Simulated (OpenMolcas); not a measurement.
## Ionisation energies of scandium

| Item | Value |
| --- | --- |
| Program | OpenMolcas |
| Basis | ANO-L-VTZP [6s5p3d2f1g] |
| Scalar Hamiltonian | non-relativistic, point nucleus |
| Spin-orbit coupling | RASSI with atomic mean-field integrals over the reference wave functions, term energies averaged over their components |

Active shells in each charge state: the valence d shell, with orbitals averaged over the low states. Where CASPT2's correlated closed shells are named, they are those of the first ion.

A. CASSCF
B. SS-CASPT2, IPEA 0.25 Eh, imaginary shift 0.1 Eh (closed shells correlated: 3s 3p)
C. SS-CASPT2, IPEA 0 Eh, imaginary shift 0.1 Eh (closed shells correlated: 3s 3p)
D. SS-CASPT2, IPEA 0.25 Eh, imaginary shift 0.1 Eh (closed shells correlated: 2s 2p 3s 3p)
E. SS-CASPT2, IPEA 0.25 Eh, imaginary shift 0.1 Eh (closed shells correlated: none)

Energies in eV between the lowest computed levels, named as in B; reference values from the NIST Atomic Spectra Database with their kind.

```
          From            To       A       B       C       D       E  Spin-orbit share in B          Reference
Sc2+ 3d 2D 3/2  Sc3+ 3p6 1S0  23.935  24.321  24.384  24.308  23.935                 +0.016  24.757 (measured)
```

Error against the reference values, in %:

```json
{"From": "Sc2+", "Reference": "measured", "A": "-3.3", "B": "-1.8", "C": "-1.5", "D": "-1.8", "E": "-3.3"}
```

Absolute error against the one measured value: A 0.82 eV, B 0.44 eV, C 0.37 eV, D 0.45 eV, E 0.82 eV. C lies closest.

The lowest level within the active space need not be the ion's true ground level.
